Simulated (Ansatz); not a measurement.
Harmonic frequencies (cm⁻¹) at PBE0-D4/def2-TZVP from Ansatz: 31, 92, 108, 157, 197, 336, 394, 542, 570, 612, 652, 731, 936, 960, 1008, 1198, 1217, 1223, 1254, 1407, 1415, 1443, 1492, 1504, 1636, 1906, 3009, 3031, 3033, 3074, 3097, 3104, 3390.

Each molecule was computed in one conformer, which needn't be the lowest.

(1) Which molecule is it?
A. `C[CH2][AlH][CH]=N`
B. `C/C=[C](\N)[AlH2]`
C. `N/C=C/[CH2][AlH2]`
D. `C=[N][AlH][CH2]C`

Answers

(1) A.
